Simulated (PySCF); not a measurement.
Simulation results for CH$_{4}$ClNSi, CH$_{6}$BOSi, CH$_{7}$BOSi

Calculation on a computer-drawn molecule: the log of a Hartree-Fock and frozen-core CCSD(T) single point meant for a local Hartree-Fock minimum, with one planted fault or none, to be diagnosed. Offsets are logged minus clean, where the clean run is the same molecule without the fault. The reference is restricted for singlets and unrestricted otherwise, and also for a bond in bohr or an excited solution. Adding or removing an electron swaps singlet and doublet. The excited solution moves the top pair (singlet) or top alpha electron (doublet) to the lowest empty orbital. Highest occupied and lowest empty are orbital energies over both spins, largest force is the largest gradient component, triples share is (T) over the correlation energy, the T1 limit is 0.02 restricted and 0.045 unrestricted, electrons count all cores, a negative frequency is imaginary (commonest isotopes), and the dipole is about the centre of nuclear charge. Program: PySCF 2.14.0.

Common to all runs: meant multiplicity 1; meant basis cc-pV(D+d)Z; logged SCF converged yes; logged spin squared 0; logged CC converged yes; logged SCF stable within its kind yes; possible faults no fault, one electron removed, one electron added, multiplicity raised by two, geometry at a saddle point, SCF held on an excited solution, minimal basis STO-3G, one bond length entered in bohr, all coordinates scaled.

(1) CH$_{4}$ClNSi

Logged structure:
```xyz
8
CH4ClNSi
C     -0.9706     0.8665    -0.7564
N     -2.1429     0.1382    -0.2923
Si    -3.6817    -0.2199    -0.9024
Cl    -3.6206     0.7378    -2.8020
H     -0.1012     0.2078    -0.8108
H     -1.1564     1.2728    -1.7457
H     -0.7352     1.6928    -0.0820
H     -2.0028    -0.2519     0.6250
```

- meant charge: 0
- logged electrons: 48
- logged basis functions: 32
- logged highest occupied: -7.2874 eV
- logged lowest empty: 6.121 eV
- logged largest force: 0.025828 hartree/bohr
- logged T1 diagnostic: 0.018643
- logged D1 diagnostic: 0.087405
- logged triples share: 0.024522
- logged dipole magnitude: 3.9482 debye
- logged energy HF: -833.71619 hartree
- logged energy CCSD(T): -833.89604 hartree
- planted fault: minimal basis STO-3G
- HF energy offset from clean run: 5914 kcal/mol
- CCSD(T) energy offset from clean run: 6176 kcal/mol

Drawn bonds:
```tsv
atom	other atom	order
1	2	1
2	3	1
3	4	1
1	5	1
1	6	1
1	7	1
2	8	1
```

(2) CH$_{6}$BOSi

Logged structure:
```xyz
10
CH6BOSi
C     -0.4476     1.8494    -0.2924
O     -1.4375     0.8391    -0.1960
B     -1.4001    -0.4207    -0.5178
Si     0.2810    -1.3760    -1.3333
H     -0.2654     2.2433     0.7026
H     -0.8248     2.6351    -0.9397
H      0.4846     1.4477    -0.7055
H     -2.3239    -1.1648    -0.3806
H      1.2719    -2.1052    -0.5291
H      0.5038    -1.5421    -2.7767
```

- meant charge: 1
- logged electrons: 38
- logged basis functions: 30
- logged highest occupied: -14.987 eV
- logged lowest empty: -2.4589 eV
- logged largest force: 0.02452 hartree/bohr
- logged T1 diagnostic: 0.018924
- logged D1 diagnostic: 0.082566
- logged triples share: 0.026221
- logged dipole magnitude: 4.7302 debye
- logged energy HF: -424.54555 hartree
- logged energy CCSD(T): -424.77644 hartree
- planted fault: minimal basis STO-3G
- HF energy offset from clean run: 3156 kcal/mol
- CCSD(T) energy offset from clean run: 3357 kcal/mol

Drawn bonds:
```tsv
atom	other atom	order
1	2	1
2	3	1
3	4	1
1	5	1
1	6	1
1	7	1
3	8	1
4	9	1
4	10	1
```

(3) CH$_{7}$BOSi

Logged structure:
```xyz
11
CH7BOSi
C     -2.2511    -2.0067    -0.9291
O     -1.2661    -1.1818    -0.3944
B      0.0196    -1.2758    -0.6964
Si     1.3373    -0.0040     0.1630
H     -2.9734    -1.3969    -1.4440
H     -2.7452    -2.5243    -0.1250
H     -1.8312    -2.7239    -1.6148
H      0.3784    -2.1115    -1.4720
H      2.0464     0.7622    -0.8717
H      2.3496    -0.7595     0.9147
H      0.6977     0.9449     1.0799
```

- meant charge: 0
- logged electrons: 40
- logged basis functions: 100
- logged highest occupied: -10.638 eV
- logged lowest empty: 2.8597 eV
- logged largest force: 0.0091427 hartree/bohr
- logged T1 diagnostic: 0.014839
- logged D1 diagnostic: 0.057491
- logged triples share: 0.025647
- logged dipole magnitude: 2.3964 debye
- logged energy HF: -430.44679 hartree
- logged energy CCSD(T): -431.03365 hartree
- planted fault: ?

Drawn bonds:
```tsv
atom	other atom	order
1	2	1
2	3	1
3	4	1
1	5	1
1	6	1
1	7	1
3	8	1
4	9	1
4	10	1
4	11	1
```

## Withheld values
1. Which fault was planted in the run of CH$_{7}$BOSi (entry 3)?

Calculated values
1. all coordinates scaled, by -1.2 %

Further results for CH$_{7}$BOSi (entry 3):

- HF energy offset from clean run: 0.9305 kcal/mol
- CCSD(T) energy offset from clean run: 2.182 kcal/mol
